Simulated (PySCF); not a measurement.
Input file for PySCF: R-M06-2X/def2-TZVPP on NH3 (SMILES N).

```python
from pyscf import gto, dft

mol = gto.M(
    atom='''
    N     0.00000000   -0.00000111    0.27932697
    H    -0.00000000    0.94272845   -0.09307595
    H     0.81642919   -0.47136367   -0.09307551
    H    -0.81642919   -0.47136367   -0.09307551
    ''',
    basis='def2-tzvpp',
    charge=0, spin=0, verbose=4, max_memory=1800)
mf = dft.RKS(mol, xc='m062x').density_fit(auxbasis='def2-universal-jkfit')
mf.grids.level = 4
mf.conv_tol = 1e-9
mf.max_cycle = 150
mf.kernel()
mf.dip_moment()
```

Q: Predict the final total energy.

A: -56.5520 hartree.
